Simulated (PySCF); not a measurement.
PySCF input file for PGME (C4H10O2), SMILES C(O)(C)COC, TDA-CAM-B3LYP/def2-SVPD. Coordinates come from a PBE-D3(BJ)/def2-SVP optimisation. The values are those of a single conformer.

```python
import numpy as np
from pyscf import gto, scf, dft, tdscf

mol = gto.M(
    atom='''
    C     2.53627006    0.54860519   -0.18829748
    O     1.36453084   -0.13731220    0.18227389
    C     0.23789733    0.18627839   -0.61410312
    C    -0.96762958   -0.49937872    0.02791505
    C    -2.27472394   -0.13673523   -0.65955823
    O    -1.05046376   -0.11744549    1.39050490
    H     2.41278359    1.65726092   -0.12176888
    H     3.34330169    0.23890027    0.50404439
    H     2.85094365    0.30358038   -1.23170830
    H     0.07401251    1.29360436   -0.62630713
    H     0.38032967   -0.15072616   -1.67116547
    H    -0.80109781   -1.60488161   -0.06169503
    H    -2.44601371    0.95789415   -0.60936681
    H    -2.27178194   -0.45269854   -1.72186483
    H    -3.12011563   -0.63657190   -0.14826540
    H    -0.12578176   -0.16091818    1.71012993
    ''',
    basis='def2-SVPD',
    charge=0,
    spin=0,
    max_memory=1600,
    verbose=4,
)
mf = dft.RKS(mol, xc='cam-b3lyp').density_fit(auxbasis='def2-universal-jkfit')
mf.grids.level = 3
mf.conv_tol = 1e-9
mf.max_cycle = 100
mf.kernel()
mf.grids = dft.Grids(mol).set(level=1).build(with_non0tab=True)  # coarser grid for the response kernel
td = tdscf.TDA(mf)
td.singlet = True
td.nstates = 6
td.conv_tol = 1e-4
td.kernel(x0=td.get_init_guess(mf, 11))
td.analyze()
tt = tdscf.TDA(mf)
tt.singlet = False
tt.nstates = 2
tt.conv_tol = 1e-4
tt.kernel(x0=tt.get_init_guess(mf, 7))
tt.analyze(verbose=3)
```

It prints:

```
PySCF version 2.14.0

[INPUT] verbose = 4
[INPUT] num. atoms = 16
[INPUT] num. electrons = 50
[INPUT] charge = 0
[INPUT] spin (= nelec alpha-beta = 2S) = 0
[INPUT] symmetry False subgroup None
[INPUT] Mole.unit = angstrom
[INPUT] Symbol           X                Y                Z      unit          X                Y                Z       unit  Magmom
[INPUT]  1 C      2.536270060000   0.548605190000  -0.188297480000 AA    4.792855791334   1.036713559615  -0.355830667146 Bohr   0.0
[INPUT]  2 O      1.364530840000  -0.137312200000   0.182273890000 AA    2.578589576123  -0.259482451562   0.344447731759 Bohr   0.0
[INPUT]  3 C      0.237897330000   0.186278390000  -0.614103120000 AA    0.449560799465   0.352015140025  -1.160486709041 Bohr   0.0
[INPUT]  4 C     -0.967629580000  -0.499378720000   0.027915050000 AA   -1.828554896228  -0.943689013236   0.052751799254 Bohr   0.0
[INPUT]  5 C     -2.274723940000  -0.136735230000  -0.659558230000 AA   -4.298605255592  -0.258392136279  -1.246384417903 Bohr   0.0
[INPUT]  6 O     -1.050463760000  -0.117445490000   1.390504900000 AA   -1.985088810181  -0.221939810665   2.627673435866 Bohr   0.0
[INPUT]  7 H      2.412783590000   1.657260920000  -0.121768880000 AA    4.559500182945   3.131769255745  -0.230109833695 Bohr   0.0
[INPUT]  8 H      3.343301690000   0.238900270000   0.504044390000 AA    6.317924545896   0.451456081385   0.952505851723 Bohr   0.0
[INPUT]  9 H      2.850943650000   0.303580380000  -1.231708300000 AA    5.387502695068   0.573683774991  -2.327591352354 Bohr   0.0
[INPUT] 10 H      0.074012510000   1.293604360000  -0.626307130000 AA    0.139863373692   2.444557953943  -1.183548945562 Bohr   0.0
[INPUT] 11 H      0.380329670000  -0.150726160000  -1.671165470000 AA    0.718718913346  -0.284831162207  -3.158045047130 Bohr   0.0
[INPUT] 12 H     -0.801097810000  -1.604881610000  -0.061695030000 AA   -1.513855459889  -3.032786705251  -0.116586709947 Bohr   0.0
[INPUT] 13 H     -2.446013710000   0.957894150000  -0.609366810000 AA   -4.622296008831   1.810157599823  -1.151536380300 Bohr   0.0
[INPUT] 14 H     -2.271781940000  -0.452698540000  -1.721864830000 AA   -4.293045681333  -0.855476257590  -3.253852952221 Bohr   0.0
[INPUT] 15 H     -3.120115630000  -0.636571900000  -0.148265400000 AA   -5.896164017675  -1.202946549594  -0.280180999749 Bohr   0.0
[INPUT] 16 H     -0.125781760000  -0.160918180000   1.710129930000 AA   -0.237693077866  -0.304091288663   3.231677205122 Bohr   0.0

nuclear repulsion = 260.86352227192
number of shells = 90
number of NR pGTOs = 286
number of NR cGTOs = 206
basis = def2-SVPD
ecp = {}


[settings echo left out]
init E= -308.987771103274
  HOMO = -0.335980092902337  LUMO = 0.00975632837106488  gap/eV = 9.40797
cycle= 1 E= -308.4153965464  delta_E= 0.572  |g|= 0.762  |ddm|= 5.16
  HOMO = -0.214208508637548  LUMO = 0.0412623384858675  gap/eV = 6.95172
cycle= 2 E= -308.352696631493  delta_E= 0.0627  |g|= 0.989  |ddm|= 1.67
  HOMO = -0.340304740362703  LUMO = 0.0450456925430425  gap/eV = 10.48592
cycle= 3 E= -308.528020002477  delta_E= -0.175  |g|= 0.0548  |ddm|= 0.874
  HOMO = -0.337777555876949  LUMO = 0.0459083089072942  gap/eV = 10.44062
cycle= 4 E= -308.528556570851  delta_E= -0.000537  |g|= 0.0216  |ddm|= 0.106
  HOMO = -0.338656452363352  LUMO = 0.0459657259726924  gap/eV = 10.46610
cycle= 5 E= -308.528665798169  delta_E= -0.000109  |g|= 0.00572  |ddm|= 0.0382
  HOMO = -0.338804336707425  LUMO = 0.0459730979989841  gap/eV = 10.47033
cycle= 6 E= -308.528674003129  delta_E= -8.2e-06  |g|= 0.000587  |ddm|= 0.00956
  HOMO = -0.338741465081328  LUMO = 0.0459698010767386  gap/eV = 10.46853
cycle= 7 E= -308.528674087642  delta_E= -8.45e-08  |g|= 0.000354  |ddm|= 0.00163
  HOMO = -0.338771458934183  LUMO = 0.0459747833015829  gap/eV = 10.46948
cycle= 8 E= -308.528674113283  delta_E= -2.56e-08  |g|= 0.000107  |ddm|= 0.0005
  HOMO = -0.338764183715874  LUMO = 0.0459748687334764  gap/eV = 10.46928
cycle= 9 E= -308.528674115504  delta_E= -2.22e-09  |g|= 2.88e-05  |ddm|= 0.000157
  HOMO = -0.338765649862993  LUMO = 0.0459744929568879  gap/eV = 10.46931
cycle= 10 E= -308.528674115702  delta_E= -1.97e-10  |g|= 8.44e-06  |ddm|= 5.8e-05
  HOMO = -0.33876521673028  LUMO = 0.0459746697334849  gap/eV = 10.46931
Extra cycle  E= -308.528674115711  delta_E= -9.78e-12  |g|= 7.57e-06  |ddm|= 2.59e-05
converged SCF energy = -308.528674115711
tot grids = 55800


******** <class 'pyscf.tdscf.rks.TDA'> for <class 'pyscf.df.df_jk.DFRKS'> ********
nstates = 6 singlet
deg_eia_thresh = 1.000e-03
wfnsym = None
conv_tol = 0.0001
eigh lindep = 1e-12
eigh level_shift = 0
eigh max_cycle = 100


Excitation energies (eV)
[7.40180567 7.51669368 8.17171    8.24533658 8.37888757 8.40962282]

** Singlet excitation energies and oscillator strengths **
Excited State   1:      7.40181 eV    167.51 nm  f=0.0231
      24 -> 26        0.65044
      24 -> 27       -0.11911
      24 -> 28       -0.11753
      24 -> 30       -0.14543
Excited State   2:      7.51669 eV    164.95 nm  f=0.0119
      25 -> 26        0.47619
      25 -> 27        0.17260
      25 -> 28       -0.43154
      25 -> 29        0.12547
Excited State   3:      8.17171 eV    151.72 nm  f=0.0115
      24 -> 28       -0.10033
      25 -> 26        0.14991
      25 -> 27        0.52493
      25 -> 28        0.30136
      25 -> 29       -0.22291
      25 -> 30        0.10232
Excited State   4:      8.24534 eV    150.37 nm  f=0.0496
      24 -> 26        0.15287
      24 -> 28        0.62771
      24 -> 30        0.10714
      24 -> 31       -0.12240
      25 -> 27        0.12803
Excited State   5:      8.37889 eV    147.97 nm  f=0.0087
      24 -> 27        0.58988
      24 -> 29       -0.18866
      24 -> 30       -0.28455
Excited State   6:      8.40962 eV    147.43 nm  f=0.0482
      25 -> 26       -0.37135
      25 -> 27        0.16747
      25 -> 28       -0.40086
      25 -> 29       -0.25829
      25 -> 30        0.24614

** Transition electric dipole moments (AU) **
state          X           Y           Z        Dip. S.      Osc.
  1        -0.0391      0.2585      0.2431      0.1275      0.0231
  2        -0.1330     -0.0904      0.1973      0.0648      0.0119
  3         0.1062      0.1131      0.1827      0.0574      0.0115
  4        -0.0981      0.3675      0.3179      0.2457      0.0496
  5         0.0235     -0.0190      0.2036      0.0424      0.0087
  6         0.0974      0.4726     -0.0306      0.2337      0.0482

** Transition velocity dipole moments (imaginary part, AU) **
state          X           Y           Z        Dip. S.      Osc.
  1        -0.0045      0.0465      0.0459      0.0043      0.0105
  2        -0.0297     -0.0373      0.0429      0.0041      0.0099
  3         0.0355      0.0220      0.0274      0.0025      0.0055
  4        -0.0355      0.1168      0.1012      0.0251      0.0553
  5         0.0051     -0.0162      0.0376      0.0017      0.0037
  6         0.0253      0.0913      0.0042      0.0090      0.0194

** Transition magnetic dipole moments (imaginary part, AU) **
state          X           Y           Z
  1        -0.6147      0.0880     -0.3873
  2        -0.5360     -0.1909     -0.1846
  3         0.1176     -0.1188     -0.0826
  4         0.0984      0.4915     -0.4029
  5        -0.3041     -0.0273     -0.0073
  6        -0.1857      0.0016      0.2334


******** <class 'pyscf.tdscf.rks.TDA'> for <class 'pyscf.df.df_jk.DFRKS'> ********
nstates = 2 triplet
deg_eia_thresh = 1.000e-03
wfnsym = None
conv_tol = 0.0001
eigh lindep = 1e-12
eigh level_shift = 0
eigh max_cycle = 100


Excitation energies (eV)
[7.18209133 7.2143749 ]

** Triplet excitation energies and oscillator strengths **
Excited State   1:      7.18209 eV    172.63 nm  f=0.0000
Excited State   2:      7.21437 eV    171.86 nm  f=0.0000
```

The run converged.
